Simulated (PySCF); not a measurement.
**Cobalt: highly charged ions in a basis for the neutral atom**

Co²⁴⁺ [He] 2s1, Co²⁵⁺ 1s2. All numbers are calculated (PySCF 2.14, no relativity, point nucleus, in cc-pVDZ (6s5p3d1f, 43 functions)). No spin-orbit coupling, so a gap to NIST mixes the basis error with missing relativistic terms.

Changed run: basis of the neutral atom used for a highly charged ion. This setting is unsound on purpose.

```tsv
species	method	sound run (hartree)	changed run (hartree)	converged
Co²⁴⁺	UHF	not run	-792.39461	yes
Co²⁴⁺	LDA	not run	-790.20692	yes
Co²⁴⁺	M06-L	not run	-792.53074	yes
Co²⁵⁺	UHF	not run	-712.21982	yes
Co²⁵⁺	LDA	not run	-710.12590	yes
Co²⁵⁺	M06-L	not run	-712.47983	yes
```

Ionisation energy of Co²⁴⁺:

```json
{"method": "UHF", "changed run (eV)": "2181.7", "NIST (eV)": "2218.9"}
{"method": "LDA", "changed run (eV)": "2179.1", "NIST (eV)": "2218.9"}
{"method": "M06-L", "changed run (eV)": "2178.3", "NIST (eV)": "2218.9"}
```

The contracted functions were made for the neutral atom and can be too rigid for a highly charged ion.
